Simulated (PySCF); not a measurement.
# From computed data to an observable: entropy of an ideal gas

Si(AsH2)(F)2(H) (AsF2H3Si), SMILES F[SiH]([AsH2])F.

Geometry: B3LYP-D3(BJ)/def2-SVP.

B3LYP-D3(BJ)/def2-SVP (PySCF 2.14.0) gives the harmonic wavenumbers 103, 146, 188, 314, 379, 614, 635, 816, 830, 867, 961, 990, 2171, 2182, 2264 cm⁻¹ and the rotational temperatures 0.3009, 0.0862, 0.0724 K. The molar mass is 144.03 g/mol, the symmetry number 1, the spin multiplicity 1.

### Question
Work out the entropy at 298.15 K and 1 atm in the rigid-rotor, harmonic-oscillator model.

### Answer

Translation (Sackur–Tetrode at 1 atm): S = R[1.5 ln M + 2.5 ln T − 1.16487] = 170.7 J/(mol K).
Rotation: q = (√π/σ) T^1.5/√(θA θB θC) = 211000, S = R[ln q + 3/2] = 114.4 J/(mol K).
Vibration: with u = 1.4388 ν/T, each mode gives R[u/(e^u − 1) − ln(1 − e^−u)]:
| ν (cm⁻¹) | modes | u | S (J/(mol K)) |
|---|---|---|---|
| 103 | 1 | 0.50 | 14.21 |
| 146 | 1 | 0.70 | 11.40 |
| 188 | 1 | 0.91 | 9.40 |
| 314 | 1 | 1.52 | 5.61 |
| 379 | 1 | 1.83 | 4.36 |
| 614 | 1 | 2.96 | 1.78 |
| 635 | 1 | 3.06 | 1.65 |
| 816 | 1 | 3.94 | 0.81 |
| 830 | 1 | 4.01 | 0.77 |
| 867 | 1 | 4.18 | 0.67 |
| 961 | 1 | 4.64 | 0.46 |
| 990 | 1 | 4.78 | 0.41 |
The stiffer modes add less than 0.005 each. Sum 51.5 J/(mol K).
Spin: R ln 1 = 0.0 J/(mol K).
Total 336.7 J/(mol K); the program's own thermochemistry gives 336.7. Translation makes up 51 % and vibration 15 %. Anharmonicity, hindered rotation and orbital degeneracy are left out.
